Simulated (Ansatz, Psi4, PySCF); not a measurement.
CH$_{3}$Cl$_{3}$Si, charge -1, doublet, at a GFN2-xTB geometry (a state made from the parent by changing its charge; the spin is typed, not shown lowest). Base run: MP2/cc-pVDZ in PySCF.

PySCF was given this input:
```python
from pyscf import gto, scf, mp

mol = gto.M(
    atom='''
C    -1.88086609   -0.24439940    0.19810488
Si   -0.03103582    0.22941078    0.24173562
Cl    0.94280005   -0.93243123   -1.17927851
Cl   -0.31054700    2.07327251   -1.15476151
Cl    0.45531735   -1.18432133    2.03091734
H    -2.02275001   -1.28867211    0.46708769
H    -2.44430575    0.35993545    0.90406427
H    -2.30194304   -0.07745725   -0.79099435
''',
    basis='cc-pvdz',
    charge=-1,
    spin=1,
    verbose=4,
)

mf = scf.UHF(mol)
mf.kernel()

pt = mp.MP2(mf)
pt.kernel()
print('E(MP2) = %.10f' % pt.e_tot)
```

The same geometry, method and basis name were run in Ansatz (a quantum-chemistry and plane-wave program) and Psi4 and PySCF, at each program's defaults and at the settings that a row names. The base is PySCF at its defaults. Differences at the defaults can come from grids, fitting, cores and function types together.

| code and settings | ΔE vs base (mEh) | basis functions | E (Eh) | SCF cycles |
|---|---|---|---|---|
| PySCF, defaults (exact integrals, spherical functions, all electrons correlated) | 0.000 | 101 | -1707.89056 | 13 |
| Psi4, defaults (density fitting with its default set, spherical functions, all electrons correlated) | 0.464 | 101 | -1707.89010 | 13 |
| Ansatz, defaults (factorised integrals, spherical functions, frozen core) | 28.170 | 101 | -1707.86239 | - |
| PySCF, frozen core | 28.156 | 101 | -1707.86240 | 13 |
| Psi4, exact integrals, spherical functions, frozen core | 28.156 | 101 | -1707.86240 | 13 |
| Ansatz, high accuracy, frozen core | 28.156 | 101 | -1707.86240 | - |

Open shells are given as the SCF converged; they aren't shown to be the lowest states, and a large step between rows can be another state.
